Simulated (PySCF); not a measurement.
**Relaxation of triplet NiH₂**

These are results of UPBE0/[Ni def2-TZVP, H def2-TZVP], no relativity, density fitting, PySCF, not measurements. A (50,194) grid was used.

A hand-made linear start, of D∞h symmetry, held to at least that symmetry:

Coordinates in bohr (charge 0 multiplicity 3):
```
Ni    0.0000    0.0000    0.0000
H     0.0000    0.0000    2.6834
H     0.0000    0.0000   -2.6834
```

At each step, columns x, y, z (Å) and Fx, Fy, Fz (eV/Å):

```
step 0  E − E(last) = 30.41 kJ/mol
Ni   0.000   0.000   0.000   0.000   0.000   0.000
H    0.000   0.000   1.420   0.000   0.000   2.486
H    0.000   0.000  -1.420   0.000   0.000  -2.486
step 1  E − E(last) = 6.53 kJ/mol
Ni   0.000   0.000   0.000   0.000   0.000   0.000
H    0.000   0.000   1.492   0.000   0.000   1.036
H    0.000   0.000  -1.492   0.000   0.000  -1.036
step 2  E − E(last) = 0.43 kJ/mol
Ni   0.000   0.000   0.000   0.000   0.000   0.000
H    0.000   0.000   1.542   0.000   0.000   0.248
H    0.000   0.000  -1.542   0.000   0.000  -0.248
step 3  E − E(last) = 0.01 kJ/mol
Ni   0.000   0.000   0.000   0.000   0.000   0.000
H    0.000   0.000   1.558   0.000   0.000   0.033
H    0.000   0.000  -1.558   0.000   0.000  -0.033
step 4  E − E(last) = 0.00 kJ/mol
Ni   0.000   0.000   0.000   0.000   0.000   0.000
H    0.000   0.000   1.560   0.000   0.000   0.001
H    0.000   0.000  -1.560   0.000   0.000  -0.001
```

It ends at D∞h with Ni–H 1.560 Å (×2); H–Ni–H 180.0°. A frequency run shows a minimum. Other isomers or separated fragments may lie lower.

Other spin states or occupations of the open shell can lie lower.
